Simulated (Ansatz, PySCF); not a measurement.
Process, species as SMILES: CCN [ethanamine] -> C[CH]N + H atom (the C-H bond at the site shown breaks; other sites are not compared here)
Each molecule is optimised on its own at B3LYP-D3(BJ)/def2-TZVP (Ansatz, a first-principles code), one conformer each, not searched for the lowest.

Quantity: bond dissociation energy (0 K, with B3LYP-D3(BJ) harmonic zero-point energies from PySCF), in kcal/mol. Cores are frozen in the correlated levels unless marked. Open shells are spin-unrestricted. No spin-orbit coupling. No relativistic terms. CBS marks a two-point X^-3 extrapolation of the correlation energy; Hartree-Fock from the larger set. [CCSD(T)-MP2]/basis is that difference in the basis named.

RI-MP2/CBS(cc-pVTZ,cc-pVQZ)+[CCSD(T)-MP2]/cc-pVTZ (Ansatz) gives 91.2 kcal/mol.

Task: Another calculation gave 86.7 kcal/mol. Which level was it?
A) B2PLYP/def2-TZVPD (Ansatz)
B) HF/def2-TZVPD (PySCF)
C) SVWN5/def2-TZVPD (Ansatz)
D) BLYP/def2-TZVPD (Ansatz)

Result: A, B2PLYP/def2-TZVPD (Ansatz). The others give 83.8 (BLYP), 93.5 (SVWN5), 66.7 (HF) kcal/mol.
